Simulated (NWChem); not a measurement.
System: AgF; SMILES [F][Ag]

Parts of the log:

```
             Northwest Computational Chemistry Package (NWChem) 7.3.0
             --------------------------------------------------------

 ORDER OF PRIMARY AXIS IS BEING SET TO 4
 C4V symmetry detected

                             Geometry "geometry" -> ""
                             -------------------------

 Output coordinates in angstroms (scale by  1.889725989 to convert to a.u.)

  No.       Tag          Charge          X              Y              Z
 ---- ---------------- ---------- -------------- -------------- --------------
    1 Ag                  47.0000     0.00000000     0.00000000    -0.31915495
    2 F                    9.0000     0.00000000     0.00000000     1.66669805

 Effective nuclear repulsion energy (a.u.)     112.7183010660

      Symmetry information
      --------------------

 Group name             C4v
 Group number             18
 Group order               8
 No. of unique centers     2

 Summary of "ao basis" -> "ao basis" (spherical)
 ------------------------------------------------------------------------------
       Tag                 Description            Shells   Functions and Types
 ---------------- ------------------------------  ------  ---------------------
 Ag                         def2-svp                11       31   5s3p2d1f
 F                          def2-svp                 6       14   3s2p1d

      Symmetry analysis of basis
      --------------------------

        a1         17
        a2          0
        b1          4
        b2          4
        e          20

            General Information
            -------------------
          SCF calculation type: DFT
          Wavefunction type:  closed shell.
          No. of atoms     :     2
          No. of electrons :    28
           Alpha electrons :    14
            Beta electrons :    14
          Charge           :     0
          Spin multiplicity:     1
          Use of symmetry is: on ; symmetry adaption is: on
          Maximum number of iterations: 150
          AO basis - number of functions:    45
                     number of shells:    17
          Convergence on energy requested:  1.00D-06
          Convergence on density requested:  1.00D-05
          Convergence on gradient requested:  5.00D-04

              XC Information
              --------------
          PerdewBurkeErnzerhof Exchange Functional  1.000
            Perdew 1991 LDA Correlation Functional  1.000 local
           PerdewBurkeErnz. Correlation Functional  1.000 non-local

             Grid Information
             ----------------
          Grid used for XC integration:  coarse
          Radial quadrature: Mura-Knowles
          Angular quadrature: Lebedev.
          Tag              B.-S. Rad. Rad. Pts. Rad. Cut. Ang. Pts.
          ---              ---------- --------- --------- ---------
          Ag                  1.60      104           7.0       302
          F                   0.50       35           7.0       302
          Grid pruning is: on
          Number of quadrature shells:   139
          Spatial weights used:  Erf1

      Superposition of Atomic Density Guess
      -------------------------------------

 Sum of atomic energies:        -266.94905136

      Non-variational initial energy
      ------------------------------

 Total energy =    -244.810186
 1-e energy   =    -488.518008
 2-e energy   =     198.140850
 HOMO         =      -0.524939
 LUMO         =      -0.214787

      Symmetry analysis of molecular orbitals - initial
      -------------------------------------------------

 !! scf_movecs_sym_adapt:    8 vectors were symmetry contaminated

  Symmetry fudging

 !! scf_movecs_sym_adapt:    4 vectors were symmetry contaminated

  Numbering of irreducible representations:

     1 a1          2 a2          3 b1          4 b2          5 e

  Orbital symmetries:

     1 a1          2 a1          3 a1          4 e           5 e
     6 a1          7 a1          8 e           9 e          10 b1
    11 b2         12 e          13 e          14 a1         15 a1
    16 e          17 e          18 a1         19 a1         20 e
    21 e          22 a1         23 b1         24 b2

     ---------------------------------------------
      Total Density - Mulliken Population Analysis
     ---------------------------------------------

    Atom       Charge   Shell Charges
 -----------   ------   -------------------------------------------------------
    1 Ag  19    18.22  -0.47  1.64  0.83  0.17  0.01  5.98  0.06  0.02  9.40  0.59  0.00
    2 F    9     9.78   1.99  1.15  0.82  3.57  2.25  0.00

   convergence    iter        energy       DeltaE   RMS-Dens  Diis-err
 ---------------- ----- ----------------- --------- --------- ---------
 d= 0,ls=0.0,diis     1   -246.4755696073 -2.92D+02  7.97D-02  9.11D-01
 d= 0,ls=0.0,diis     2   -240.7284940381  5.75D+00  6.38D-02  4.38D+01
 d= 0,ls=0.0,diis     3   -246.4792801040 -5.75D+00  1.95D-02  1.17D+00
 d= 0,ls=0.0,diis     4   -246.5698448190 -9.06D-02  9.71D-03  4.29D-01
 d= 0,ls=0.0,diis     5   -246.6154237682 -4.56D-02  1.12D-03  4.63D-03
  Resetting Diis
 d= 0,ls=0.0,diis     6   -246.6159567146 -5.33D-04  2.80D-04  4.08D-04
 d= 0,ls=0.0,diis     7   -246.6159889379 -3.22D-05  2.21D-04  1.25D-05
 d= 0,ls=0.0,diis     8   -246.6159766135  1.23D-05  2.01D-04  1.28D-04
 d= 0,ls=0.0,diis     9   -246.6159898765 -1.33D-05  3.92D-05  3.31D-06
 d= 0,ls=0.0,diis    10   -246.6159901961 -3.20D-07  8.84D-06  2.49D-07

         Total DFT energy =     -246.615990196138
      One electron energy =     -491.919373626228
           Coulomb energy =      224.238539407981
    Exchange-Corr. energy =      -24.502128749264
 Nuclear repulsion energy =       45.566972771373

 Numeric. integr. density =       28.000095579173

                  Occupations of the irreducible representations
                  ----------------------------------------------

                     irrep           alpha         beta
                     --------     --------     --------
                     a1                6.0          6.0
                     a2                0.0          0.0
                     b1                1.0          1.0
                     b2                1.0          1.0
                     e                 6.0          6.0

                       DFT Final Molecular Orbital Analysis
                       ------------------------------------

 Vector   12  Occ=2.000000D+00  E=-2.383781D-01  Symmetry=a1
              MO Center=  6.3D-15, -3.0D-14,  4.7D-01, r^2= 1.9D+00
   Bfn.  Coefficient  Atom+Function         Bfn.  Coefficient  Atom+Function
  ----- ------------  ---------------      ----- ------------  ---------------
    17      0.593261  1 Ag d  0               4     -0.458507  1 Ag s
    37     -0.418129  2 F  pz                40      0.300981  2 F  pz
     2      0.247027  1 Ag s                 22      0.140694  1 Ag d  0
     1     -0.114084  1 Ag s                  3      0.090875  1 Ag s
     8      0.081726  1 Ag pz                11     -0.073124  1 Ag pz

 Vector   13  Occ=2.000000D+00  E=-2.280969D-01  Symmetry=e
              MO Center=  4.7D-16,  4.3D-16,  1.3D+00, r^2= 1.3D+00
   Bfn.  Coefficient  Atom+Function         Bfn.  Coefficient  Atom+Function
  ----- ------------  ---------------      ----- ------------  ---------------
    36      0.453055  2 F  py                35      0.398933  2 F  px
    39     -0.323025  2 F  py                16      0.310302  1 Ag d -1
    38     -0.284437  2 F  px                18     -0.273234  1 Ag d  1
    13     -0.076575  1 Ag py                12     -0.067428  1 Ag px
    10     -0.055215  1 Ag py                 9     -0.048619  1 Ag px

 Vector   14  Occ=2.000000D+00  E=-2.280969D-01  Symmetry=e
              MO Center= -4.1D-16,  5.6D-16,  1.3D+00, r^2= 1.3D+00
   Bfn.  Coefficient  Atom+Function         Bfn.  Coefficient  Atom+Function
  ----- ------------  ---------------      ----- ------------  ---------------
    35      0.453055  2 F  px                36     -0.398933  2 F  py
    38     -0.323025  2 F  px                18     -0.310302  1 Ag d  1
    39      0.284437  2 F  py                16     -0.273234  1 Ag d -1
    12     -0.076575  1 Ag px                13      0.067428  1 Ag py
     9     -0.055215  1 Ag px                10      0.048619  1 Ag py

 Vector   15  Occ=0.000000D+00  E=-1.475345D-01  Symmetry=a1
              MO Center= -8.3D-16, -8.0D-15, -7.6D-01, r^2= 3.5D+00
   Bfn.  Coefficient  Atom+Function         Bfn.  Coefficient  Atom+Function
  ----- ------------  ---------------      ----- ------------  ---------------
     4      0.617497  1 Ag s                  5      0.387175  1 Ag s
     2     -0.336766  1 Ag s                 37     -0.264331  2 F  pz
    11     -0.207254  1 Ag pz                40      0.207208  2 F  pz
    17      0.198685  1 Ag d  0              14     -0.195142  1 Ag pz
     8      0.161716  1 Ag pz                 3     -0.158989  1 Ag s

 Vector   16  Occ=0.000000D+00  E=-1.735974D-02  Symmetry=e
              MO Center= -1.5D-14,  1.7D-14, -3.5D-01, r^2= 7.2D+00
   Bfn.  Coefficient  Atom+Function         Bfn.  Coefficient  Atom+Function
  ----- ------------  ---------------      ----- ------------  ---------------
    13      0.709049  1 Ag py                12     -0.509674  1 Ag px
    10      0.200187  1 Ag py                 7     -0.170970  1 Ag py
     9     -0.143897  1 Ag px                 6      0.122896  1 Ag px
    36      0.120771  2 F  py                39     -0.098287  2 F  py
    35     -0.086812  2 F  px                38      0.070650  2 F  px

[...]

                         DFT ENERGY GRADIENTS

    atom               coordinates                        gradient
                 x          y          z           x          y          z
   1 Ag      0.000000   0.000000  -0.603115    0.000000   0.000000  -0.002692
   2 F       0.000000   0.000000   3.149603    0.000000   0.000000   0.002692
```

Level: PBE/def2-SVP with def2 effective core potentials on Ag. Coordinates come from a PBE0-D3(BJ)/def2-TZVP optimisation. def2 effective core potentials on Ag; no spin-orbit coupling.

Q: Reconstruct the input file.

A: One answer among several that fit: the input that was run:
```
start job
memory heap 200 mb stack 900 mb global 1100 mb
geometry units angstroms noautoz
  Ag     0.000000     0.000000    -0.324159
  F      0.000000     0.000000     1.661694
end
basis spherical
  Ag library def2-svp
  F library def2-svp
end
ecp
  Ag library def2-ecp
end
dft
  xc xpbe96 cpbe96
  grid coarse
  iterations 150
  mulliken
end
task dft gradient
```
